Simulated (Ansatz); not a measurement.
Breaking the C2–H3 bond in C2H6Mg (SMILES [CH3][Mg][CH3]) (multiplicity 1 held, fragments rigid). Energies count from the point at 1.094 Å.
Geometry at that point (charge 0, multiplicity 1):
```tsv
atom	x (Å)	y (Å)	z (Å)
Mg	0.0000	0.0000	0.0000
C	1.6071	0.2545	-1.3170
H	2.3439	-0.5484	-1.2184
H	2.1334	1.1970	-1.1380
H	1.2793	0.2630	-2.3609
C	-1.6071	-0.2545	1.3170
H	-2.1822	-1.1564	1.0864
H	-2.3029	0.5890	1.2764
H	-1.2715	-0.3442	2.3546
```

Signs of static correlation in def2-TZVPP, with CASSCF(2,2), from Ansatz (a quantum-chemistry and plane-wave program) runs.

```csv
R (Å),T1 of restricted CCSD,largest double amplitude of restricted CCSD,CASSCF natural occupations
0.875,0.009,0.029,1.99 0.01
0.985,0.009,0.029,1.99 0.01
1.094,0.009,0.029,1.98 0.02
1.204,0.009,0.034,1.98 0.02
1.313,0.010,0.029,1.97 0.03
1.477,0.011,0.028,1.94 0.06
1.641,0.014,0.028,1.91 0.09
1.915,0.021,0.056,1.84 0.16
2.188,0.032,[?],1.73 0.27
2.517,[?],0.266,1.56 0.44
2.954,0.074,0.486,1.35 0.65
3.501,0.100,0.719,1.17 0.83
```

Problem. Fill in the missing entries.

Solution. 
- 2.188, largest double amplitude of restricted CCSD: 0.109
- 2.517, T1 of restricted CCSD: 0.049

Doubts at one or more of the structures used: a restricted determinant that unrestricted orbitals would lower (R-CCSD(T)/def2-TZVPP); other coupled-cluster roots lie near (R-CCSD(T)/def2-TZVPP); T1 above 0.05 (R-CCSD(T)/def2-TZVPP).
